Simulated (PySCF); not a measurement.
**Si2H8N4O2**

Si2H8N4O2 is a molecule drawn as a unit of a network glass or zeolite (built as: Si Si, NH2 ends, O bridges), neutral, singlet. The structure, one conformer, was relaxed in the gas phase by PBE0-D3(BJ)/def2-SVP. No frequency run checks that it is a minimum.

SMILES: N[Si]1(N)O[Si](N)(N)O1

Coordinates in Å:
```
N1      0.634    2.512   -0.279
Si2     0.784    0.824   -0.414
N3      2.237    0.502   -1.237
O4      0.708   -0.207    0.932
Si5    -0.784   -0.825    0.417
N6     -1.904   -0.601    1.677
N7     -0.970   -2.415   -0.157
O8     -0.709    0.205   -0.930
H9     -0.270    2.937   -0.117
H10     1.406    3.104   -0.005
H11     2.512    1.012   -2.066
H12     2.686   -0.401   -1.158
H13    -2.864   -0.911    1.612
H14    -1.767    0.129    2.364
H15    -1.059   -3.208    0.464
H16    -0.652   -2.669   -1.083
```

Shieldings: GIAO PBE0/pcSseg-1. Shifts are against computed references at the same level: H TMS (σ 31.27 ppm), Si TMS (σ 352.0 ppm). Core levels by delta-SCF with SCAN, pcX-2 on the ionised atom and pcseg-1 elsewhere, spin-free X2C (2p3/2 is the spin-free 2p value less a third of a first-order spin-orbit splitting); from the vacuum level, for chosen atoms.

(1) Give the shieldings and core levels atom by atom.

(2) By CAM-B3LYP/def2-SVPD (TDDFT singlets, Tamm-Dancoff triplets, ionisation by delta-SCF), where does absorption start, and what does vertical ionisation take?

Results:

(1) 
```
          atoms   bonded to  σ (ppm)  δ (ppm)  core level (eV)
    N1 N3 N6 N7  1 Si + 2 H    238.1        -        1s 404.66
        Si2 Si5   2 N + 2 O    396.5    -44.5     2p3/2 107.43
          O4 O8        2 Si    192.1        -        1s 536.82
 H9 H12 H14 H16         1 N    30.43     0.83                -
H10 H11 H13 H15         1 N    30.47     0.80                -
```

Values are those of this one static structure; atoms that internal rotation interchanges would show their mean in an NMR spectrum.

(2) The lowest singlet lies at 6.76 eV (f 0.068), the strongest of the first 6 at 7.09 eV (f 0.108), the lowest triplet at 6.43 eV; vertical ionisation takes 9.73 eV.
